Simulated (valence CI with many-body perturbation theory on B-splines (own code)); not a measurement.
## Valence orbitals of Ho43+

Level of theory: valence CI with perturbative core correlation (CI+MBPT): six valence electrons over a frozen Dirac-Fock core [Ar], a basis of 7 s, 7 p, 8 d, 6 f, 4 g, 1 h functions for each j, with the one-electron correlation potential Σ1, the two-electron term Σ2, the three-electron term Σ3, Breit, model QED; selected CI, second order for the rest, scaled by the run's own slope (own B-spline code, finite nucleus).

The last digits are not significant, and no measured levels were compared; by estimate large intervals hold to a few tenths of a per cent, small ones and those within an open d or f shell to about a per cent. Core correlation moves these levels by up to 11000 cm⁻¹, and in measured spectra 5 to 20 % of such shifts remained as error; rates that hang on mixing are uncertain with them. Among the levels kept, up to 1000 cm⁻¹ of a level comes from second order outside the variational space, and about a tenth of that is noise between levels of different J, which matters for small intervals. Only levels of the ground parity were solved; by the run's estimate the other parity begins above the list, which can be wrong where configurations are misplaced.

These are the spectroscopic orbitals of the CI (the correlating ones are not listed), shaped by the core and the other valence electrons. h is the expectation value of the core's Dirac-Fock operator, without the valence repulsion; Σ1 is computed up to l = 3 at one energy for each symmetry, that of its lowest orbital but kept below the first core excitation, so for empty shells it is not the orbital's own correlation shift; Breit and QED include the response of the core, and the two lowest orbitals of each symmetry also the frequency dependence of Breit exchange, which makes a step in that column.

```
Orbital  h (hartree)  Σ1 (cm⁻¹)  Breit (cm⁻¹)  QED (cm⁻¹)  ⟨r⟩ (bohr)
  4s1/2      -90.326      -7568          9520        7217      0.4330
  5s1/2      -55.436      -2914          4652        3593      0.7058
  6s1/2      -37.484      -1463          2556        2010       1.049
  4p1/2      -87.626     -10087         15048        85.7      0.4281
  5p1/2      -54.095      -3712          7528        51.3      0.7058
  6p1/2      -36.725      -1833          4197        31.0       1.054
  4p3/2      -84.668      -9361          8947         768      0.4445
  5p3/2      -52.659      -3592          4519         395      0.7260
  6p3/2       -35.92      -1802          2730         226       1.078
  3d3/2      -151.63     -21201         20809       -1588      0.1919
  4d3/2      -80.943     -10088          7524        -440      0.4215
  5d3/2      -50.842      -3930          3664        -201      0.7148
  3d5/2       -149.8     -19488         10872        -598      0.1955
  4d5/2      -80.266      -9676          3982        -106      0.4259
  5d5/2      -50.505      -3737          1925       -38.7      0.7201
  4f5/2      -76.792     -24054          1022        -286      0.3830
  5f5/2      -48.903      -9807           461        -137      0.6851
  4f7/2      -76.551     -19730         -80.6        -153      0.3848
  5f7/2      -48.773      -8003          -2.0       -69.2      0.6873
  5g7/2      -47.797                     77.3       -35.6      0.6181
  5g9/2      -47.737                    -31.5        -3.3      0.6192
```

Among the shells of the start configuration 3d6, Σ1 is largest in size for 3d3/2, where it is 0.064 % of h.

Lowest root of each symmetry, sizes in configuration state functions:

```
J  Parity  Roots  Reference  Variational  Second order  Change by selected CI (cm⁻¹)  Change by second order (cm⁻¹)
0    even      5         26        15410        262109                        -34346                            -11
1    even      4         60        31647        647380                        -29563                            -55
2    even      8         86        32499       1180479                        -31109                           -543
3    even      6         88        30597       1233021                        -27924                           -722
4    even      7         77        32142       1322135                        -29257                           -892
5    even      2         52        28792        923844                        -29825                           -577
6    even      2         31        29112        815218                        -29641                           -230
```
